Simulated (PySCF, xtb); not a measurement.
NbO₂Br, SMILES [O]=[Nb](=[O])[Br], multiplicity 1.

GFN2-xTB (xtb) at its own geometry gives an orbital gap of 2.05 eV and a dipole moment of 7.55 D.

Geometry optimised at B3LYP-D3(BJ)/def2-SVP. The multiplicity is an assumed one; other spin states were not compared. The def2 effective core potentials stand for the cores of Nb; spin–orbit coupling is left out.

Question: What does M06-2X/def2-TZVPD run with PySCF give? (An estimate is asked for; the answer gives what the named calculation found.)

Answer: gap 6.55 eV (levels -9.99 and -3.44 eV), dipole 4.46 D.
